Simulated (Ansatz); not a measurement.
Ansatz (a program for electronic structure) input (RI-MP2/def2-TZVPP):
A basis named .json is the Basis Set Exchange file of that set.

Ansatz 0.2 input:
```yaml
crystal:
  periodic: [false, false, false]
  atoms:
    - {symbol: S, position_ang: [-0.00000000, -0.00000000, -0.57933392]}
    - {symbol: F, position_ang: [0.00000000, 0.00000000, 1.02992697]}
basis:
  gaussian:
    orbitals: def2-TZVPP
    fitting: {mean_field: def2-universal-jkfit, correlation: def2-TZVPP-RIFIT.json}
magnetization: {spin_polarized: true, initial_magnetization: 1}
correlation: {method: mp2, electrons: outside_noble_gas}
```

End of the output:

```
integrals: 0.01 GiB planned
205 factors; integrals over basis functions are off by at most 1.6e0 eV
199 factors; integrals over basis functions are off by at most 7.3e-1 eV
mean field: 0.10 GiB planned
mean field evaluation 1: about -13522.2320 eV, gradient 1.5e1 eV
mean field evaluation 2: about -13522.9654 eV, gradient 7.5e0 eV
mean field evaluation 4: about -13523.1849 eV, gradient 8.4e-1 eV
mean field evaluation 8: about -13523.1966 eV, gradient 2.1e-6 eV
mean field -13523.19661318 eV, -496.9683091825 hartree, gradient 2.1e-6 eV, S^2 0.766344; 2 other end points of the search recorded, 0 dependent functions left out
6 core orbitals not correlated
reference -13523.19661318 eV, -496.9683091825 hartree; 7, 6 occupied and 60, 61 virtual orbitals, 199 factors
second order -10.68914778 eV of doubles, -0.00000000 eV of singles
Total energy: -13533.88576096 eV, -497.3611281179 hartree
```
